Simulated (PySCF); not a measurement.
**Electronic structure of Cl²⁺ (chlorine, charge +2) at the MN15 level**

Configuration: [Ne] 3s2 3p3, high-spin 4S determinant. Computed with PySCF 2.14 in 6-31G*, with no relativity, point nucleus.

| Property | Result |
| --- | --- |
| Total energy | -458.6311 hartree |
| One-electron energy | -618.6346 hartree |
| Hartree (Coulomb) energy | 187.3615 hartree |
| Exchange-correlation energy | -27.3580 hartree |
| Kinetic energy | 457.74113 hartree |
| ⟨S²⟩ | 3.7500 |
| ⟨L²⟩ | 0.000 |
| Sum of ⟨r⟩ | 11.17 bohr |
| Sum of ⟨r²⟩ | 15.30 bohr² |
| Density at the nucleus (Gaussians lack the cusp) | 3030 bohr⁻³ |
| Spin density at the nucleus | 0.0422 bohr⁻³ |
| Langevin diamagnetic susceptibility | -12.1 ×10⁻⁶ cm³/mol |
| Time after the integrals | 0.16 s of wall time on 1 thread of AMD EPYC 7R43 64-Core Processor (shared host) |

```
shell  electrons  mean orbital energy (hartree)  rms radius, mean of both spins (bohr)
 1s α          1                     -101.48702                                  0.106
 1s β          1                     -101.46779                                  0.106
 2s α          1                      -10.25381                                  0.488
 2s β          1                      -10.23152                                  0.488
 2p α          3                       -8.27931                                  0.453
 2p β          3                       -8.25947                                  0.453
 3s α          1                       -1.79977                                   1.56
 3s β          1                       -1.62301                                   1.56
 3p α          3                       -1.31101                                   1.70
```
